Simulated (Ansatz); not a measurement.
System: C$_{2}$H$_{5}$Cl$_{2}$Si (charge -1, singlet). It need not be the lowest isomer of its formula. Whether it binds its extra electron was not tested at this geometry. 
Structure (B3LYP-D3(BJ)/def2-TZVP (Ansatz, an electronic-structure program) minimum search):
```xyz
10

C      1.4819    -1.5784    -0.2072
Si     0.1620    -0.4858     0.0386
C     -1.4467    -1.2294     0.6732
Cl     0.2765     1.2673     1.4152
Cl    -0.3494     0.5791    -1.7432
H      2.3650    -1.2737    -0.7602
H      1.6787    -2.3072     0.5776
H     -2.1913    -0.4571     0.8686
H     -1.8422    -1.9403    -0.0542
H     -1.2504    -1.7622     1.6078
```
Charge -1, spin multiplicity 1.

Basis-set convergence of Hartree-Fock and MP2 correlation energies (hartree) with Ansatz. Valence correlation only, unless marked. No spin-orbit coupling. No relativistic terms. This anion needs diffuse functions, which these sets lack.

```tsv
basis	functions	E(HF)	E(corr, MP2)
cc-pV(D+d)Z	122	-1286.69696	-0.66494
cc-pV(T+d)Z	247	(withheld)	(withheld)
```

**Question.** What belongs in the gaps?

**Answer.** 
- cc-pV(T+d)Z, E(HF): -1286.77091
- cc-pV(T+d)Z, E(corr, MP2): -0.86488
